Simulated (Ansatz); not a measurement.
Reaction (cleavage of the Si–B bond): `C[SiH2]BN` + PH₃ → `C[SiH2]P` + `BN`

Calculated with Ansatz (gas phase, PBE0-D4/def2-TZVP geometries, no zero-point term in ΔE). CCSD(T)/CBS is the MP2 limit (def2-TZVPP, def2-QZVPP) plus CCSD(T) − MP2 in def2-TZVPP, frozen cores. This one scheme is used for every species. DFT in def2-TZVPP. B3LYP here is the variant with VWN-RPA as its local correlation; programs differ in this. HSE06 is defined as in plane-wave codes. Each species was taken in one conformer, which may not be the lowest.

```csv
level,ΔE (kcal/mol),difference from CCSD(T)/CBS
PBE-D4,-9.4,0.6
BLYP-D4,-9.4,0.6
PBE0-D4,-9.9,0.1
B3LYP-D4,-9.8,0.2
HSE06-D4,-9.9,0.1
CAM-B3LYP-D4,-9.4,0.6
revPBE,-9.2,0.8
CAM-B3LYP,-9.3,0.7
HF/def2-SVP,-9.2,0.8
CCSD/def2-SVP,-7.4,2.6
HF/def2-TZVPP,-10.3,-0.3
MP2/def2-TZVPP,-10.8,-0.8
CCSD/def2-TZVPP,-9.2,0.8
HF/def2-QZVPP,-10.4,-0.4
HF/CBS(def2),-10.4,-0.4
CCSD/CBS(def2),-9.9,0.1
CCSD(T)/CBS,-10.0,0
```

Largest T1 diagnostic among the species: 0.013.

At CCSD(T), def2-SVP lies +2.7 kcal/mol from the extrapolated value and def2-TZVPP +0.8 kcal/mol. Leaving LDA and LC-ωPBE aside and taking each functional with its dispersion term where it has one, the values, not all of them listed here, spread over 1.1 kcal/mol, from r2SCAN0-D4 to PBE-D4. From BLYP to BHLYP (50 % exact exchange), in def2-TZVPP and without D4, ΔE moves by −1.0 kcal/mol.
